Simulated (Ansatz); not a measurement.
The same ligand exchange along the group B, Al, Ga, In.

Gas-phase electronic energies from Ansatz, PBE0-D4/def2-TZVP geometries. CCSD(T)/CBS is the MP2 limit (def2-TZVPP, def2-QZVPP) plus CCSD(T) − MP2 in def2-TZVPP, frozen cores. Small cases extrapolate CCSD(T) itself. DFT in def2-TZVPP. Elements past krypton have def2 core potentials. For Ga, In outer-core shells are correlated without core-valence functions, which leaves a few kJ/mol of doubt a bond. Scalar relativity is left out up to krypton. One conformer a species, not always the lowest.

```csv
reaction,PBE0-D4 (kJ/mol),CCSD(T)/CBS(def2) (kJ/mol)
`OB(O)Cl` + H₂S → `OB(O)S` + HCl,30,30
`[OH][Al]([OH])[Cl]` + H₂S → `[OH][Al]([OH])[SH]` + HCl,49,52
`[OH][Ga]([OH])[Cl]` + H₂S → `[OH][Ga]([OH])[SH]` + HCl,23,23
`[OH][In]([OH])[Cl]` + H₂S → `[OH][In]([OH])[SH]` + HCl,20,21
```

Largest T1 diagnostic: 0.016, for `[OH][In]([OH])[SH]`.

Extrapolated directly: `[OH][Al]([OH])[Cl]` + H₂S → `[OH][Al]([OH])[SH]` + HCl.
